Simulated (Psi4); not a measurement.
Psi4 input (wB97X-D/6-31G*):

```
memory 1500 MB

molecule {
-1 1
O     0.01915100   -0.02033200   -1.25607700
N    -0.00000000    0.00000000   -0.00000000
O     1.04214300    0.28880200    0.63956300
O    -1.06129300   -0.26847000    0.61651400
symmetry c1
no_reorient
no_com
}

set {
  basis 6-31G*
  reference rks
  scf_type pk
  dft_radial_points 99
  dft_spherical_points 590
  e_convergence 1e-8
  d_convergence 1e-7
  maxiter 150
}

e = energy('wb97x-d')
print_out(f'\nFINAL {e:.10f} DIPOLE {variable("CURRENT DIPOLE")[0]:.6f} {variable("CURRENT DIPOLE")[1]:.6f} {variable("CURRENT DIPOLE")[2]:.6f}\n')
```

From the output:

```
      38A      1.833758    39A      2.121052    40A      2.121052
      41A      2.142756    42A      2.142756    43A      2.162246
      44A      2.184051    45A      2.380365    46A      2.387465
      47A      2.387466    48A      2.523075    49A      2.609902
      50A      2.968016    51A      2.968017    52A      3.140491
      53A      3.140491    54A      3.148208    55A      3.368337
      56A      3.368337    57A      3.682548    58A      4.136625
      59A      4.136626    60A      4.148202

    Final Occupation by Irrep:
              A
    DOCC [    16 ]
    NA   [    16 ]
    NB   [    16 ]

  @RKS Final Energy:  -280.24950546825181

   => Energetics <=

    Nuclear Repulsion Energy =            117.4492305127073735
    One-Electron Energy =                -626.3760842408003100
    Two-Electron Energy =                 251.7661847315302737
    DFT Exchange-Correlation Energy =     -23.0887326263895787
    Empirical Dispersion Energy =          -0.0001038452995527
    VV10 Nonlocal Energy =                  0.0000000000000000
    Total Energy =                       -280.2495054682518116

Computation Completed

Properties will be evaluated at   0.000000,   0.000000,   0.000000 [a0]

Properties computed using the SCF density matrix

 Multipole Moments:

 ------------------------------------------------------------------------------------
     Multipole            Electronic (a.u.)      Nuclear  (a.u.)        Total (a.u.)
 ------------------------------------------------------------------------------------

 L = 1.  Multiply by 2.5417464519 to convert [e a0] to [Debye]
 Dipole X            :         -0.0000186            0.0000151           -0.0000035
 Dipole Y            :         -0.0000007            0.0000000           -0.0000007
 Dipole Z            :         -0.0000014           -0.0000000           -0.0000014
 Magnitude           :                                                    0.0000038

 ------------------------------------------------------------------------------------

FINAL -280.2495054683 DIPOLE -0.000003 -0.000001 -0.000001

*** Psi4 exiting successfully. Buy a developer a beer!
```

The dipole moment of an ion depends on the origin.

The geometry given is a B3LYP-D3(BJ)/def2-TZVP minimum.
